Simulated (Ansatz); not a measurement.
Born–Oppenheimer molecular dynamics of Cl2FGeH3O (8 atoms, charge 0, multiplicity 1). It starts at the highest image of a converged band. Of that band: Neighbouring images differ by up to 1.4 eV, so the band resolves the path poorly. A vibrational analysis at the climbing image gives one clearly imaginary mode, 1413i cm⁻¹: a first-order saddle point.

All numbers below come from Ansatz 0.2.0, RKS PBE/def2-mTZVP.

* ensemble: NVE (velocity Verlet)
* time step: 0.5 fs
* steps asked: 200
* starting velocities drawn for: 300 K
* seed: 7441

First frame:

```xyz
8
Properties=species:S:1:pos:R:3
Ge 0.200 -0.347 -0.133
H 0.864 0.340 1.437
Cl 1.843 0.438 -1.291
F -1.152 0.740 0.153
Cl -0.814 -1.720 -1.503
O 0.680 -1.764 1.139
H -0.032 -2.401 1.371
H 0.810 -0.668 1.712
```

**Question.** How far do the bonds stretch over the last three quarters of this one trajectory? (Pairs bonded in most of those frames.)

**Answer.** 
```csv
bond,mean (Å),spread (Å),shortest,longest
Ge1–Cl3,2.154,0.051,2.08,2.23
Ge1–F4,1.745,0.024,1.71,1.78
Ge1–Cl5,2.177,0.044,2.10,2.23
Ge1–O6,1.776,0.092,1.66,1.93
H2–H8,0.754,0.029,0.71,0.79
O6–H7,0.982,0.022,0.94,1.02
```

Mean temperature of the second half: 1960 K. The conserved energy stayed within 0.16 meV per atom of its start (net change 0.074 meV per atom), so the integration is sound. The kinetic energy rose, since the run started high on the potential surface and went downhill. It ends in pieces (Cl2FGeHO + H2), so much of that is their flight and rotation, not heat. A run of 0.1 ps of so small a system gives no equilibrium averages. The orbitals stay closed-shell, which can raise the energy where a bond breaks towards radicals; this wasn't checked here.

Time of the run: 5.3 min on 4 threads of Arm Neoverse V1, with other jobs on the host, peak memory 0.2 GiB.
